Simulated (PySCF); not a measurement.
SMILES C(C[SiH2]N)C (C3H11NSi), GFN2-xTB optimised geometry.

```
16

C      2.57    -0.15    -1.25
C      1.04    -0.08    -1.28
C      0.42    -0.64     0.00
Si    -1.48    -0.64     0.00
N     -1.97     1.01     0.00
H      2.96     0.42    -0.41
H      2.90    -1.18    -1.14
H      2.99     0.25    -2.17
H      0.74     0.96    -1.41
H      0.67    -0.65    -2.14
H      0.79    -0.06     0.85
H      0.78    -1.66     0.14
H     -2.01    -1.20     1.24
H     -1.95    -1.44    -1.15
H     -1.53     1.66    -0.63
H     -2.96     1.22     0.06
```

Density from PBE0/def2-TZVP (PySCF) at that geometry.

Minimum of the electron density along straight lines between bonded atoms, close to the bond critical point (lines longer than 1.1 times the sum of covalent radii, or with two minima, are not listed):

```tsv
bond	length / Å	ρ at the minimum / e bohr⁻³	∇²ρ there / e bohr⁻⁵	position (fraction from the first atom)
C1–C2	1.525	0.246	-0.61	0.50
C2–C3	1.526	0.243	-0.59	0.50
C3–Si4	1.899	0.119	(withheld)	0.61
Si4–N5	1.724	0.132	(withheld)	0.40
C1–H6	1.088	0.279	-0.95	0.64
C1–H7	1.088	0.279	-0.95	0.64
C1–H8	1.088	0.279	-0.95	0.64
C2–H9	1.093	0.278	-0.95	0.64
C2–H10	1.093	0.279	-0.96	0.64
C3–H11	1.091	0.274	-0.91	0.64
C3–H12	1.091	0.273	-0.91	0.64
Si4–H13	1.464	0.125	(withheld)	0.49
Si4–H14	1.475	0.123	0.17	0.49
N5–H15	1.007	0.337	-1.64	0.74
N5–H16	1.007	0.338	-1.65	0.74
```

Question: Fill in the missing entries.

Answer: 
- C3–Si4, ∇²ρ there / e bohr⁻⁵: 0.16
- Si4–N5, ∇²ρ there / e bohr⁻⁵: 0.56
- Si4–H13, ∇²ρ there / e bohr⁻⁵: 0.19
